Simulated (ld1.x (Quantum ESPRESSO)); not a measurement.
## molybdenum (Mo), TM: configuration errors across variants

molybdenum, norm-conserving Troullier–Martins (Kleinman–Bylander form), made with ld1.x (Quantum ESPRESSO) 7.5 (BLYP, non-relativistic). Core [Ar] 3d10, reference 4s2 4p6 4d5 5s0 5p0 (charge +1). Waves: 4s (bound): rc 1.05 bohr; 4p (bound): rc 1.15 bohr; 4d (bound): rc 1.40 bohr; 4f channel at 0.3 Ry: rc 1.05 bohr. Local part: all-electron potential smoothed inside 1.10 bohr (lloc = -1). Core correction: none.

All-electron excitation energies from the reference (eV): (1) 4s2 4p6 4d4 5s0 5p0 15.621; (2) 4s2 4p6 4d3 5s0 5p0 42.628; (3) 4s2 4p6 4d6 5s0 5p0 -6.169; (4) 4s2 4p6 4d2 5s0 5p0 82.491.

Tests that are not counted but printed errors over 1 eV. “base”: 4s2 4p6 4d5 5s1 5p0 (an occupied level unbound or not found, printed error -2.8 eV); 4s2 4p6 4d4 5s1 5p1 (an occupied level unbound or not found, printed error -12.8 eV). “all radii scaled by about 1.05 (s 1.10, p 1.22, d 1.48, f 1.10 bohr); local potential all-electron potential smoothed inside 1.16 bohr (lloc = -1)”: 4s2 4p6 4d5 5s1 5p0 (an occupied level unbound or not found, printed error -2.8 eV); 4s2 4p6 4d4 5s1 5p1 (an occupied level unbound or not found, printed error -11.0 eV).

A true bound ghost makes a file unfit for plane-wave use even where its test errors are small: the radial tests pick states by their node count and pass the ghost by. Where a test does run into it, the solver fails or the error is huge.

Errors AE − PS in meV (a dash: test not solved or not reliable):

```csv
change,(1),(2),(3),(4),bound ghosts
base,+2.0,+14,+0.5,+48,s
"all radii scaled by about 0.76 (s 0.80, p 0.88, d 1.06, f 0.80 bohr); local potential all-electron potential smoothed inside 0.84 bohr (lloc = -1)",+2.8,+18,+0.7,+61,s
"all radii scaled by about 0.82 (s 0.86, p 0.94, d 1.14, f 0.86 bohr); local potential all-electron potential smoothed inside 0.90 bohr (lloc = -1)",+2.4,+15,+0.6,+48,s
"all radii scaled by about 1.05 (s 1.10, p 1.22, d 1.48, f 1.10 bohr); local potential all-electron potential smoothed inside 1.16 bohr (lloc = -1)",+1.9,+13,+0.5,+45,s
"all radii scaled by about 1.08 (s 1.14, p 1.24, d 1.52, f 1.14 bohr); local potential all-electron potential smoothed inside 1.20 bohr (lloc = -1)",+1.8,+12,+0.4,+43,none
"all radii scaled by about 1.26 (s 1.32, p 1.44, d 1.76, f 1.32 bohr); local potential all-electron potential smoothed inside 1.38 bohr (lloc = -1)",+1.6,+12,+0.3,+46,none
"all radii scaled by about 1.33 (s 1.40, p 1.54, d 1.86, f 1.40 bohr); local potential all-electron potential smoothed inside 1.46 bohr (lloc = -1)",+1.5,+12,+0.2,+48,none
"all radii scaled by about 1.39 (s 1.46, p 1.60, d 1.94, f 1.46 bohr); local potential all-electron potential smoothed inside 1.52 bohr (lloc = -1)",+1.4,+13,–,+54,none
```

Question: Give the same row for: all radii scaled by about 1.18 (s 1.24, p 1.36, d 1.66, f 1.24 bohr); local potential all-electron potential smoothed inside 1.30 bohr (lloc = -1).

Answer: +1.7, +12, +0.4, +43; bound ghosts: none.
